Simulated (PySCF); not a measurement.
# Potassium: highly charged ions in a basis for the neutral atom

K⁹⁺ [Ne], K¹⁰⁺ [He] 2s2 2p5. Computed with PySCF 2.14 in x2c-TZVPall (6s4p3d, 33 functions), with the spin-free X2C one-electron Hamiltonian (Gaussian nucleus). No spin-orbit coupling, so a gap to NIST mixes the basis error with missing relativistic terms.

Changed run: basis of the neutral atom used for a highly charged ion. This setting is unsound on purpose.

```json
{"species": "K⁹⁺", "method": "UHF", "sound run (hartree)": "not run", "changed run (hartree)": "-573.40014", "converged": "yes"}
{"species": "K⁹⁺", "method": "M06-2X", "sound run (hartree)": "not run", "changed run (hartree)": "-573.81040", "converged": "yes"}
{"species": "K⁹⁺", "method": "M06-L", "sound run (hartree)": "not run", "changed run (hartree)": "-573.87693", "converged": "yes"}
{"species": "K¹⁰⁺", "method": "UHF", "sound run (hartree)": "not run", "changed run (hartree)": "-554.80841", "converged": "yes"}
{"species": "K¹⁰⁺", "method": "M06-2X", "sound run (hartree)": "not run", "changed run (hartree)": "-555.17450", "converged": "yes"}
{"species": "K¹⁰⁺", "method": "M06-L", "sound run (hartree)": "not run", "changed run (hartree)": "-555.23125", "converged": "yes"}
```

Ionisation energy of K⁹⁺:

| method | changed run (eV) | NIST (eV) |
| --- | --- | --- |
| UHF | 505.91 | 503.67 ± 0.07 |
| M06-2X | 507.11 | 503.67 ± 0.07 |
| M06-L | 507.37 | 503.67 ± 0.07 |

The contracted functions were made for the neutral atom and can be too rigid for a highly charged ion.
